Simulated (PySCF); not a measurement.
# What settings do to a single point of [La(H2O)]3+

The sound run of [La(H2O)]3+ (singlet) uses PySCF 2.14.0, RKS TPSS, La def2-SVP with ECP46, O def2-SVP, H def2-SVP; non-relativistic Hamiltonian with scalar-relativistic core potentials where named; density fitting; no spin-orbit coupling, grid (50, 194), threshold 1e-8 Eh and 55 cycles, at the relaxed geometry:

```xyz
4

La    0.0000    0.0000   -0.1610
O     0.0000    0.0000    2.1853
H     0.7855    0.0000    2.8150
H    -0.7855    0.0000    2.8150
```

There La1 has a Mulliken charge of 2.55 e and the dipole about the centre of mass is 2.64 D. Each run below changes one thing and starts from free metal ions and neutral atoms unless it says otherwise; with 55 cycles, smearing, a level shift and second-order steps follow where DIIS fails, and their cycles count. Energy shifts count from the sound run. On f atoms grids over 110 angular points are at least (60, 302).

```
                                                       change    outcome  cycles  energy shift (eV)  largest force component (eV/Å)  charge on La1 (e)  dipole about the centre of mass (D)
start from a density of up to 30 smeared cycles (not counted)  converged       6             0.0000                            0.00               2.55                                 2.64
                                              threshold 1e-05  converged       9             0.0000                            0.00               2.55                                 2.64
```

Q: One further run converged with energy shift (eV) 235.09, largest force component (eV/Å) 1081.16, charge on La1 (e) 1.21, dipole about the centre of mass (D) 4.67. Which change was it?
A. grid (99, 590)
B. O2 put 0.8 Å from La1, limit 78 cycles
C. spin (2S) set to 12, limit 83 cycles

A: B.

Q: And the other changes listed?

A: 
```csv
change,outcome,cycles,energy shift (eV),largest force component (eV/Å),charge on La1 (e),dipole about the centre of mass (D)
"grid (99, 590)",converged,10,-0.0023,0.00,2.55,2.64
"spin (2S) set to 12, limit 83 cycles",not converged,83,–,–,–,–
```

Unsound on purpose, so not properties of the compound: O2 put 0.8 Å from La1, limit 78 cycles.

Forces carry noise of the integration grid, about 0.01 to 0.03 eV/Å.

No frequency check is given that shows the relaxed geometry to be a minimum.
